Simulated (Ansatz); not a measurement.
System: GeS, charge 0, multiplicity 1. SMILES: [S]=[Ge]
Geometry: optimised at B3LYP-D3(BJ)/def2-TZVP (Ansatz, an electronic-structure program).

Quantity: atomisation energy (electronic, to ground-state atoms), in kcal/mol. Correlated levels leave the core frozen unless marked. UHF or UKS for open shells. Spin-orbit coupling is left out. The frozen core is the preceding noble-gas configuration, with the filled d and f shells of earlier blocks. Non-relativistic. The coupled-cluster limit lacks core correlation, which all-electron functionals hold. CBS(X,Y): correlation extrapolated as X^-3; Hartree-Fock from the larger set.

```tsv
level	program	atomisation energy (kcal/mol)
HF/def2-QZVPPD	Ansatz	74.9
BLYP-D3(BJ)/def2-TZVPD	Ansatz + dftd3	136.4
PBE0/def2-SVP	Ansatz	129.6
PBE0-D3(BJ)/def2-TZVPD	Ansatz + dftd3	131.6
PBE0-D4/def2-TZVPD	Ansatz + dftd4	131.6
RPA@PBE/def2-QZVPP	Ansatz	119.5
RI-MP2/def2-TZVPPD	Ansatz	131.8
CCSD/STO-3G	Ansatz	139.0
CCSD/6-31G*	Ansatz	111.3
CCSD(T)/CBS(def2-TZVPPD,def2-QZVPPD)	Ansatz	132.3
```
